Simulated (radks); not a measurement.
Task: Species: the erbium ion Er16+. Configuration: [Kr] 4d10 4f6. Calculated with a radial shooting solver on a logarithmic mesh with Libxc functionals: Dirac Kohn-Sham, BLYP, spin-unpolarised, spherical densities, finite nucleus; open shells fill j = l - 1/2 first; Fermi nuclear charge, rms radius 5.2516 fm. Some entries of the table are withheld. Estimate them.

| orbital | occ. | eigenvalue (hartree) | r(max) (bohr) |
|---|---|---|---|
| 1s1/2 | 2 | -2119.394 | 0.01286 |
| 2s1/2 | 2 | -367.1565 | 0.07342 |
| 2p1/2 | 2 | (1) | 0.05511 |
| 2p3/2 | 4 | (2) | 0.06134 |
| 3s1/2 | 2 | -92.82006 | 0.2074 |
| 3p1/2 | 2 | -85.46383 | 0.1950 |
| 3p3/2 | 4 | -78.37850 | 0.2079 |
| 3d3/2 | 4 | -65.77279 | (3) |
| 3d5/2 | 6 | -64.22484 | (4) |
| 4s1/2 | 2 | -28.73371 | 0.4710 |
| 4p1/2 | 2 | -25.76306 | 0.4722 |
| 4p3/2 | 4 | -24.08113 | 0.4985 |
| 4d3/2 | 4 | -19.15064 | 0.4972 |
| 4d5/2 | 6 | -18.82931 | 0.5053 |
| 4f5/2 | 6 | -12.72726 | 0.4664 |
| 4f7/2 | 0 | -12.66448 | 0.4698 |

Result: 
(1) 2p1/2 eigenvalue (hartree): -350.4154
(2) 2p3/2 eigenvalue (hartree): -316.7085
(3) 3d3/2 r(max) (bohr): 0.1642
(4) 3d5/2 r(max) (bohr): 0.1678
